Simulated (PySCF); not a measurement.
# Gd⁵¹⁺: ionisation energy

Gd⁵¹⁺ [Ne] 3s2 3p1 [3p1/2^1, M_J = 1/2] → Gd⁵²⁺ [Ne] 3s2, as a difference of total energies. Calculation: PySCF 2.14, in an uncontracted even-tempered set (18 s from 14 bohr⁻², ratio 2.4; 14 p from 18 bohr⁻², ratio 2.4; 4 d from 59 bohr⁻², ratio 2.6; 4 f from 89 bohr⁻², ratio 2.6); the two-component X2C-1e Hamiltonian. Correlated levels: 1s2 frozen; the 54 highest virtual spinors dropped. "Screened" scales the spin-orbit matrix elements by Boettger's factors to mimic the two-electron term; Breit and QED terms are absent.

| method | ionisation energy (eV) |
| --- | --- |
| GHF (spin-free) | 4567.7 |
| GMP2 (spin-free) | 4568.2 |
| GHF (screened spin-orbit) | 4698.1 |
| GMP2 (screened spin-orbit) | 4698.3 |

Breit and QED terms and the two-electron picture change are absent.

The spin-free rows lack the spin-orbit shift.

For comparison: 4693 ± 4 eV (theoretical estimate listed by NIST; NIST Atomic Spectra Database, ionization energies).
